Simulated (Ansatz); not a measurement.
Cost and result for the atomization energy of `F/C=C(\F)C(F)(F)F` (9 atoms, 8 bonds).

```xyz
9

F     1.5235   -1.0519   -1.7935
C     0.9733   -0.7617   -0.6273
C    -0.0181    0.1077   -0.5283
F    -0.5243    0.7415   -1.5764
C    -0.6763    0.4720    0.7664
F    -0.1274   -0.1927    1.7848
F    -0.5611    1.7788    1.0124
F    -1.9801    0.1879    0.7388
H     1.3905   -1.2816    0.2232
```

Total charge 0; spin multiplicity 1. All single points use the PBE0-D4/def2-TZVP geometry. Program: Ansatz. All runs use 8 threads of an Arm Neoverse V1 on a shared host. Times are those of one run each, without the atoms' runs, and a repeat can differ threefold. Electronic energies, without spin–orbit coupling; frozen cores. CCSD(T)/CBS adds CCSD(T) − MP2 in def2-TZVPP to the MP2 limit, and its time is that of the two runs behind it. T1 = 0.013. B3LYP takes the VWN-RPA correlation (the form of Gaussian; ORCA's B3LYP/G).

CCSD(T)/CBS is a level of theory with its own doubt, some kJ/mol a heavy atom from the limit and from the frozen cores, so smaller differences don't rank the functionals.

```csv
level,functions,wall time
revPBE-D4/def2-TZVPP,262,1.4 s
BLYP-D4/def2-TZVPP,262,1.5 s
PBE-D4/def2-TZVPP (with forces),262,1.6 s
BHLYP-D4/def2-TZVPP,262,2.3 s
CAM-B3LYP-D4/def2-TZVPP,262,2.7 s
B3LYP-D4/def2-TZVPP (with forces),262,3.4 s
r2SCANh-D4/def2-TZVPP,262,3.8 s
B2PLYP/def2-TZVPP,262,4 s
PBE-QIDH/def2-TZVPP,262,4.2 s
CCSD(T)/def2-SVP,117,11 s
MP2/def2-QZVPP,486,16 s
CCSD(T)/def2-TZVPP,262,5.1 min
CCSD(T)/CBS(def2),–,5.4 min
```

Task: What atomization energy does each give, and how far from CCSD(T)/CBS? (Estimate.)

Result: Ansatz gave: 
| level | atomization (kcal/mol) | difference from CCSD(T)/CBS | per bond |
| --- | --- | --- | --- |
| revPBE-D4/def2-TZVPP | 924.5 | 14.6 | 1.8 |
| BLYP-D4/def2-TZVPP | 921.9 | 12.0 | 1.5 |
| PBE-D4/def2-TZVPP (with forces) | 965.6 | 55.7 | 7.0 |
| BHLYP-D4/def2-TZVPP | 852.2 | -57.7 | -7.2 |
| CAM-B3LYP-D4/def2-TZVPP | 919.5 | 9.6 | 1.2 |
| B3LYP-D4/def2-TZVPP (with forces) | 906.6 | -3.3 | -0.4 |
| r2SCANh-D4/def2-TZVPP | 908.3 | -1.6 | -0.2 |
| B2PLYP/def2-TZVPP | 901.3 | -8.6 | -1.1 |
| PBE-QIDH/def2-TZVPP | 907.8 | -2.1 | -0.3 |
| CCSD(T)/def2-SVP | 867.8 | -42.1 | -5.3 |
| MP2/def2-QZVPP | 945.0 | 35.1 | 4.4 |
| CCSD(T)/def2-TZVPP | 883.2 | -26.7 | -3.3 |
| CCSD(T)/CBS(def2) | 909.9 | 0.0 | 0.0 |

From r2SCAN to r2SCAN0 (25 % exact exchange), in def2-TZVPP and without D4, the atomization energy moves by −34.3 kcal/mol: exact exchange takes away binding that semilocal exchange gives to molecules. In def2-TZVPP, CCSD(T) changes the Hartree–Fock value by +272.0 kcal/mol (the triples alone add +22.6 kcal/mol) and MP2 by +318.0 kcal/mol; breaking electron pairs costs correlation energy, which Hartree–Fock lacks. The D4 term adds +6.5 kcal/mol with B3LYP and +3.4 kcal/mol with PBE0; it sums over pairs of atoms, weighted by their polarisabilities, and B3LYP, whose exchange is more repulsive, gets the larger term.
